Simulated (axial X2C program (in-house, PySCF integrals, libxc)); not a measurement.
**CaSi⁺: cheaper levels and CCSD(T), 2c**

All values were computed with an axial X2C code built on PySCF integrals. Two-component (2c) means X2C with spin–orbit coupling and atomic mean-field two-electron Coulomb and Gaunt terms. Basis: Ca dyall-cv3z [11s12p6d4f], Si dyall-v3z [8s7p2d1f] (cores contracted in-house); Gaussian nuclei, density fitting, unrestricted open shells. Masses: Ca 39.963 u, Si 27.977 u.

State: Ω = 3/2 (⟨Sz⟩ = 1.50, ⟨Lz⟩ = 0.00 at HF); fragments Ca+ + Si.

| level | Re (Å) | ωe (cm⁻¹) | De (eV) |
| --- | --- | --- | --- |
| PBE0 | 2.647 | 330.5 | 1.73 |
| HF | 2.717 | 321.9 | 0.741 |
| MP2 | 2.665 | 331.3 | 1.28 |
| CCSD | 2.679 | 325.8 | 1.21 |
| r2SCAN0 | 2.647 | 336.5 | 1.76 |

Correlated methods: 13 electrons correlated (number of frozen shells: Ca 2 s, 1 p; Si 2 s, 1 p), 223 virtual spin orbitals or spinors in MP2, 90 natural virtuals in coupled cluster.

CCSD(T), same Hamiltonian and basis:

Re = 2.677 Å, ωe = 325.1 cm⁻¹, De = 1.27 eV; T1 = 0.014 (Lee–Taylor normalisation).

Give the differences from CCSD(T) in the columns below.



```tsv
level	ΔRe (Å)	Δωe (cm⁻¹)	ΔDe (eV)
PBE0	-0.030	5	0.46
HF	0.040	-3	-0.53
MP2	-0.012	6	0.01
CCSD	0.002	1	-0.06
r2SCAN0	-0.030	11	0.49
```

Occupations by symmetry block were frozen at the best pattern of an incomplete PBE0 search. Dissociation energies refer to the lowest single-determinant-based atoms at the same level and basis. Density functionals use the spin component along the axis (collinear). CCSD and (T) use frozen natural virtuals with an MP2 correction for the truncation; (T) itself is uncorrected, so its De runs slightly low. The 2c atoms are single determinants rather than J levels; their spin–orbit lowering is only partly caught, and De is too large by that part. This holds for PBE0, MP2, CCSD, r2SCAN0, CCSD(T). PBE0 can misorder states that lie within some tenths of an eV, so this need not be the ground state of the molecule. The nearest other 2c determinant of the search, Ω = 1/2, lies 0.52 eV up at the distance of the search. Without a current term, density functionals place determinants with orbital angular momentum somewhat too high. With several unpaired electrons one determinant need not be a pure state. Some points did not converge and are left out. This is the top spin component of a Σ state; components of lower Ω are not single determinants and can lie lower. The stretched end of a curve changes character and is left out.
